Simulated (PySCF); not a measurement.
The group X on BH2-X is varied. Gas-phase values, no solvent. One relaxed conformer stands for each flexible species; it need not be the lowest. Strings in code marks are SMILES.

Level of theory: PySCF with PBE-D3(BJ)/def2-TZVP // M06-2X/def2-TZVP. All candidates: neutral, multiplicity 1. Excitations are Tamm–Dancoff values on a coarser integration grid. The basis has no diffuse functions, so Rydberg states are missing or too high.

```yaml
brightest of the four lowest singlets (TDA): 5.36 eV
S1 excitation (TDA): 4.88 eV
T1 excitation (TDA): 3.18 eV
```

Name which member has these values.
A. `BS`
B. `BO[SiH3]`
C. `BC=C`
D. `BS(C)=O`

D, `BS(C)=O`. The others give `BO[SiH3]`: 6.84 eV, 5.52 eV, 4.98 eV; `BC=C`: 6.12 eV, 4.79 eV, 3.62 eV; `BS`: 6.40 eV, 5.84 eV, 4.38 eV
